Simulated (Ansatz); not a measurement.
`[OH][GeH2][NH][SiH](O)O` and `O[SiH](O)N[SiH](F)F` differ in one atom or group.

Ansatz, PBE0-D4/def2-TZVP geometries, multiplicity 1. Each molecule was computed in one conformer, which needn't be the lowest.

Scalar relativity is left out up to krypton.

```csv
property,`[OH][GeH2][NH][SiH](O)O`
LUMO energy (PBE0/def2-TZVPP) / eV,0.30
HOMO–LUMO gap (B3LYP/def2-TZVPP) / eV,7.51
HOMO energy (B3LYP/def2-TZVPP) / eV,-7.52
LUMO energy (B3LYP/def2-TZVPP) / eV,-0.02
size of the dipole moment (PBE/def2-TZVPP) / D,2.32
HOMO–LUMO gap (PBE/def2-TZVPP) / eV,5.76
```

Task: Give the same properties after the change, and the shifts. (An estimate is asked.)

Result: Ansatz gave: 
```tsv
property	`O[SiH](O)N[SiH](F)F`	shift
LUMO energy (PBE0/def2-TZVPP) / eV	0.61	0.31
HOMO–LUMO gap (B3LYP/def2-TZVPP) / eV	8.48	0.97
HOMO energy (B3LYP/def2-TZVPP) / eV	-8.21	-0.69
LUMO energy (B3LYP/def2-TZVPP) / eV	0.27	0.29
size of the dipole moment (PBE/def2-TZVPP) / D	2.11	-0.21
HOMO–LUMO gap (PBE/def2-TZVPP) / eV	6.73	0.97
```

With PBE0 the HOMO falls by 0.69 eV and the LUMO rises by 0.31 eV, so the gap widens by about 1.00 eV. PBE moves the HOMO by -0.66 eV and ωB97M-V by -0.69 eV. Dipoles are sizes alone; their direction can turn.

B3LYP here is the variant with VWN-RPA as its local correlation; programs differ in this.
